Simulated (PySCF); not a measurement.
Species: C6H9FO.
Atom-mapped SMILES: `[F:1][CH2:2][C@@H:3]1[CH:4]=[CH:5][O:6][CH2:7][CH2:8]1` (hydrogens: H9, H10 on C2; H11 on C3; H12 on C4; H13 on C5; H14, H15 on C7; H16, H17 on C8)

Method used: PySCF, TDDFT B3LYP/def2-SVPD, vertical, gas phase, core orbitals frozen in the response. One conformer (not necessarily the lowest) at the GFN2-xTB geometry, without solvent, vibrations or thermal averaging.

Frontier orbitals with the atoms that hold most of them (Löwdin shares over 4%, at most four atoms; ? is withheld):

| orbital | ε (eV) | atoms |
| --- | --- | --- |
| HOMO-3 | -9.32 | O6 14%, C7 12%, C3 10%, C8 9% |
| HOMO-2 | -9.09 | F1 13%, C3 13%, C4 12%, C2 9% |
| HOMO-1 | -8.73 | O6 22%, C7 12%, C8 12%, F1 12% |
| HOMO | ? | ? |
| LUMO | 0.09 | ? |
| LUMO+1 | 0.69 | C5 21%, C4 14%, O6 13%, C7 10% |
| LUMO+2 | 0.93 | C2 16%, H9 14%, H10 11%, H14 11% |

Task: Give the leading atoms of the LUMO.

Result: C5 (bonded to C, O and H) 17%; C4 (bonded to 2 C and H) 12%; H16 (bonded to C) 7%; C8 (bonded to 2 C and 2 H) 7%. By element: carbon 36% or more, hydrogen 7% or more.

Task: Which atoms hold the HOMO, and with what shares?

Result: C4 (bonded to 2 C and H) 32%; O6 (bonded to 2 C) 26%; C5 (bonded to C, O and H) 22%; C3 (bonded to 3 C and H) 6%. By element: carbon 60% or more, oxygen 26%.

Task: What is the HOMO energy, and the HOMO–LUMO gap?

Result: ε(HOMO) = -6.38 eV; the gap is 6.47 eV (0.2378 hartree).

Task: The HOMO–LUMO gap is 6.47 eV. Where does the response calculation put the lowest singlet, and from which orbitals?

Result: S1 is at 5.76 eV (f = 0.047), 0.71 eV below the gap, made of HOMO→LUMO (86%), HOMO→LUMO+1 (12%). Without the coupling terms of the response equations the lowest excitation would equal the gap.

Next come S2 at 6.37 eV (f 0.059), HOMO→LUMO+1 (53%), HOMO→LUMO+3 (23%), HOMO→LUMO+4 (13%); S3 at 6.54 eV (f 0.0003), HOMO→LUMO+2 (89%); S4 at 6.60 eV (f 0.039), HOMO→LUMO+3 (70%), HOMO→LUMO+1 (19%); S5 at 7.02 eV (f 0.044), HOMO→LUMO+4 (62%), HOMO→LUMO+5 (19%), HOMO→LUMO+1 (9%).
